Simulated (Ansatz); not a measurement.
Input for Ansatz (an electronic-structure program): R-RI-MP2/aug-cc-pVTZ on BH3O (SMILES BO) with ghost functions. Files ending in .json are basis or fitting sets from the Basis Set Exchange.

Ansatz 0.2 input:
```yaml
crystal:
  periodic: [false, false, false]
  atoms:
    - {symbol: B, position_ang: [-0.78249207, 0.03356036, -0.55957221]}
    - {symbol: O, position_ang: [-0.05463652, 0.10726250, 0.58399616]}
    - {symbol: H, position_ang: [-1.92537720, -0.27307727, -0.44197787]}
    - {symbol: H, position_ang: [-0.26913211, 0.27111895, -1.61051570]}
    - {symbol: H, position_ang: [0.86929821, 0.35718925, 0.46689350]}
basis:
  gaussian:
    orbitals: aug-cc-pVTZ
    fitting: {mean_field: def2-universal-JKFIT, correlation: aug-cc-pVTZ-RIFIT.json}
    ghost_atoms:
      - {symbol: B, position_ang: [0.86518506, -0.01031979, 3.86085167]}
      - {symbol: O, position_ang: [-0.36587869, -0.26582074, 3.38855832]}
      - {symbol: H, position_ang: [1.04312905, -0.09013156, 5.03834498]}
      - {symbol: H, position_ang: [1.75612823, 0.28984613, 3.10975540]}
      - {symbol: H, position_ang: [-0.42930763, -0.18001223, 2.42238847]}
magnetization: {spin_polarized: false}
correlation: {method: mp2, electrons: outside_noble_gas}
scf: {lower_state_search: off}
```

The log:

```
WARN ansatz: RAYON_NUM_THREADS=1 ignored (pool sized by the plan → 1); use --threads N
Functional definition: HF
these checks for a lower state are left out or cut short: stability, starts, cluster_reference, orbital_swaps, neighbouring_geometries, increment
integrals: 0.34 GiB planned
412 factors; integrals over basis functions are off by at most 9.9e-1 eV
mean field: 0.56 GiB planned
mean field evaluation 1: about -2756.2786 eV, gradient 3.4e1 eV
mean field evaluation 2: about -2757.6614 eV, gradient 2.2e1 eV
mean field evaluation 4: about -2758.4096 eV, gradient 3.7e-1 eV
mean field -2758.41007113 eV, -101.3697003967 hartree, gradient 1.6e-6 eV, S^2 0.000000; 0 other end points of the search recorded, 0 dependent functions left out
2 core orbitals not correlated
700 factors; their error is unknown
reference -2758.41007113 eV, -101.3697003967 hartree; 6, 6 occupied and 314, 314 virtual orbitals, 700 factors
second order -9.74815835 eV of doubles, -0.00000000 eV of singles
Total energy: -2768.15822948 eV, -101.7279386085 hartree
Checks for a lower state left out: stability, starts, cluster_reference, orbital_swaps, neighbouring_geometries, increment
```

The run converged.

Cost: around 2.3 core-seconds (rough).
